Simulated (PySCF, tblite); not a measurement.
C5H7BO2Si.
Cartesian coordinates in Å at the GFN2-xTB level; atoms count from 1:
```xyz
16
C5H7BO2Si angstrom
C     -1.2359    3.0809    0.1922
C     -0.5455    2.0960    0.2148
B      0.3134    0.8442    0.2502
O      1.6615    1.0000    0.2349
C      2.4695   -0.1254    0.3046
O      1.9779   -1.2646   -0.3517
C      0.6444   -1.5059   -0.2125
C     -0.2669   -0.6028    0.1727
Si    -2.0720   -1.0696    0.3516
H     -1.8371    3.9439    0.1728
H      3.4330    0.1056   -0.1656
H      2.6324   -0.3736    1.3732
H      0.4254   -2.5285   -0.4976
H     -2.4544   -0.9768    1.7649
H     -2.9064   -0.1634   -0.4385
H     -2.2470   -2.4512   -0.1098
```

Jobs on this species (16 atoms, 72 electrons) with PySCF (density fitting) and tblite. Hardware of each: an Arm Neoverse N1 with one thread, no GPU, on a shared host. Times come from a shared host and carry two figures at best.

| level and settings | work | basis functions | SCF cycles | wall time |
| --- | --- | --- | --- | --- |
| wB97X-D/def2-SVPD | 8 singlets by full TDDFT, 3 Tamm–Dancoff triplets, polarisability, density and orbital grids written | 246 | ? | ? |
| GFN2-xTB | Hessian by finite differences | – | – | 1.0 s |
| PBE0/pcSseg-1 | shieldings, ring-centre shieldings, charges and field gradients | 195 | 14 | 55 s |
| GFN2-xTB | L-BFGS relaxation | – | – | 0.98 s |

Fill in the missing figures.

- wB97X-D/def2-SVPD; 8 singlets by full TDDFT, 3 Tamm–Dancoff triplets, polarisability, density and orbital grids written: 2.1 min, 14 SCF cycles

What do all jobs in the table cost together?

About 3.0 min; the longest takes about 69 % of that, and about 130 times as long as the shortest.
